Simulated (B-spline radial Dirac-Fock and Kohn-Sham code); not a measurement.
## Two-hole binding energies of Tm

System: the free thulium atom, configuration [Xe] 4f13 6s2.

Input file task.json (cfg lists n, l and occupation; rrms is the nuclear radius in fm):

```json
{"items": [{
  "Z": 69,
  "q": 0,
  "cfg": [[1, 0, 2], [2, 0, 2], [2, 1, 6], [3, 0, 2], [3, 1, 6], [3, 2, 10], [4, 0, 2], [4, 1, 6], [4, 2, 10], [4, 3, 13], [5, 0, 2], [5, 1, 6], [6, 0, 2]],
  "A": 169,
  "rrms": 5.2256,
  "do": ["binding", "quiet", "double"]
}]}
```

Run with: `python xray_run.py task.json out`

Model: ΔSCF Dirac-Fock with Breit, self-energy and vacuum polarisation, finite nucleus, configuration average. Program: an atomic code on a B-spline grid. U is the two-hole binding energy less the two single-hole energies, the effective repulsion of the holes after relaxation. Each two-hole energy is an average over J within one jj subconfiguration.

| holes | E(a) (eV) | E(b) (eV) | E(ab) (eV) | U (eV) |
| --- | --- | --- | --- | --- |
| 1s⁻¹ 2p1/2⁻¹ | 59386.3 | 9616.8 | 69362.3 | 359.2 |
| 1s⁻¹ 2p3/2⁻¹ | 59386.3 | 8647.7 | 68336.0 | 302.0 |
| 2s⁻² | 10121.6 | 10121.6 | 20435.7 | 192.5 |
| 2s⁻¹ 2p1/2⁻¹ | 10121.6 | 9616.8 | 19920.9 | 182.5 |
| 2p1/2⁻¹ 2p3/2⁻¹ | 9616.8 | 8647.7 | 18478.0 | 213.5 |
| 2p1/2⁻¹ 3s⁻¹ | 9616.8 | 2311.8 | 12001.7 | 73.1 |
| 2p3/2⁻¹ 3p1/2⁻¹ | 8647.7 | 2091.4 | 10818.1 | 78.9 |
| 2p3/2⁻¹ 3d5/2⁻¹ | 8647.7 | 1468.4 | 10193.8 | 77.6 |
| 3p1/2⁻¹ 3p3/2⁻¹ | 2091.4 | 1883.8 | 4023.7 | 48.4 |
| 3p3/2⁻² | 1883.8 | 1883.8 | 3815.9 | 48.2 |
| 3d3/2⁻¹ 3d5/2⁻¹ | 1512.8 | 1468.4 | 3040.4 | 59.2 |
| 3d5/2⁻² | 1468.4 | 1468.4 | 2994.4 | 57.6 |
| 4d3/2⁻¹ 4d5/2⁻¹ | 191.8 | 183.4 | ? | ? |
| 4d5/2⁻² | 183.4 | 183.4 | 387.4 | 20.7 |

Q: Give the missing two-hole energy and U.

A: E(ab) = 396.3 eV and U = 21.1 eV.

Values without a named source are computed, but for edge energies of neutral atoms, which are taken from tables.
